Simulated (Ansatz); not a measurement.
C2H8BNSi can be A, `CN1B[SiH]1C`, or B, `BN([SiH3])C=C`.

Gas-phase electronic energies from Ansatz, PBE0-D4/def2-TZVP geometries. CCSD(T)/CBS adds triple-zeta CCSD(T) − MP2 to the extrapolated MP2 energy (def2 sets, frozen cores). DFT in def2-TZVPP. B3LYP here is the variant with VWN-RPA as its local correlation; programs differ in this. Each species was taken in one conformer, which may not be the lowest.

A:

```xyz
13

C    -1.580   -0.509    1.184
N    -0.827    0.269    0.238
B    -0.675    1.591   -0.124
Si    0.343    0.268   -1.075
C     2.069   -0.326   -0.674
H    -2.223   -1.225    0.665
H    -2.206    0.139    1.803
H    -0.911   -1.076    1.837
H    -1.140    2.619    0.254
H    -0.141   -0.414   -2.309
H     2.109   -1.416   -0.599
H     2.761   -0.025   -1.466
H     2.421    0.104    0.265
```

B:

```xyz
13

B    -1.901   -0.135   -0.375
N    -0.521   -0.035   -0.116
Si    0.629    0.264   -1.421
C    -0.040   -0.174    1.196
C     1.232   -0.102    1.575
H    -2.647   -0.339    0.539
H    -2.297   -0.014   -1.496
H     1.370    1.524   -1.158
H    -0.145    0.367   -2.675
H     1.605   -0.853   -1.496
H    -0.823   -0.356    1.926
H     2.048    0.077    0.884
H     1.489   -0.225    2.618
```

Question: Which isomer does CCSD(T)/CBS put lower? Give the gap. (Estimate.)

Answer: Ansatz gave: B, by 5.4 kcal/mol.

Question: Give E(B) − E(A) in kcal/mol with r2SCAN-D4, B3LYP-D4, MP2/def2-TZVPP, PBE0-D4, HF/def2-TZVPP, CCSD/def2-TZVPP, PBE-D4. (Best estimate.)

Answer: The calculation gave: r2SCAN-D4 -1.7, B3LYP-D4 -6.9, MP2/def2-TZVPP -4.5, PBE0-D4 -0.3, HF/def2-TZVPP -13.6, CCSD/def2-TZVPP -6.5, PBE-D4 0.1. None reverses the order clearly.

Largest T1 diagnostic: 0.013.

In def2-TZVPP, CCSD(T) changes the Hartree–Fock value by +7.6 kcal/mol (the triples alone add +0.5 kcal/mol) and MP2 by +9.1 kcal/mol. The D4 term adds −1.2 kcal/mol with B3LYP and −0.6 kcal/mol with PBE0; it sums over pairs of atoms, weighted by their polarisabilities, and B3LYP, whose exchange is more repulsive, gets the larger term.
